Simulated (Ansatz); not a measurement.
Stepwise reaction of `[GaH2][I]` with hydrogen fluoride, as a gas-phase model of exchange steps in deposition or etching. ΔE in kJ/mol; ΔG adds harmonic PBE0-D4 terms to CCSD(T)/CBS, at 1 bar.

Isolated molecules relaxed with PBE0-D4/def2-TZVP in Ansatz; ΔE leaves out vibrations. CCSD(T)/CBS adds triple-zeta CCSD(T) − MP2 to the extrapolated MP2 energy (def2 sets, frozen cores). This one scheme is used for every species. DFT in def2-TZVPP. B3LYP here is the variant with VWN-RPA as its local correlation; programs differ in this. Elements past krypton have def2 core potentials. For Ga, I outer-core shells are correlated without core-valence functions, which leaves a few kJ/mol of doubt a bond. Scalar relativity is left out up to krypton.

```tsv
step	reaction	PBE-D4	B3LYP-D4	ωB97M-V	CCSD(T)/CBS	ΔG(400 K)
1	`[GaH2][I]` + H–F → `[F][GaH][I]` + H₂	-71.3	-74.1	-70.6	-67.0	-69.9
```

**Question.** Give the row of step 2, `[F][GaH][I]` + H–F → `[F][Ga]([F])[I]` + H₂. (Best estimate.)

**Answer.** Computed: 
| step | reaction | PBE-D4 | B3LYP-D4 | ωB97M-V | CCSD(T)/CBS | ΔG(400 K) |
| --- | --- | --- | --- | --- | --- | --- |
| 2 | `[F][GaH][I]` + H–F → `[F][Ga]([F])[I]` + H₂ | -48.0 | -51.4 | -49.0 | -46.1 | -44.4 |

**Question.** By hand: ΔE of the 2 steps together at CCSD(T)/CBS.

**Answer.** (-67.0) + (-46.1) = -113.1 kJ/mol, or -56.5 kJ/mol a step.

In ΔE each step is higher than the one before. All are downhill at CCSD(T)/CBS. ΔG lies between -69.9 and -44.4 kJ/mol a step. PBE-D4 differs from CCSD(T)/CBS by -4.3 to -1.9 kJ/mol a step. Isolated molecules leave out the surface, adducts and barriers. Largest T1 diagnostic: 0.013.
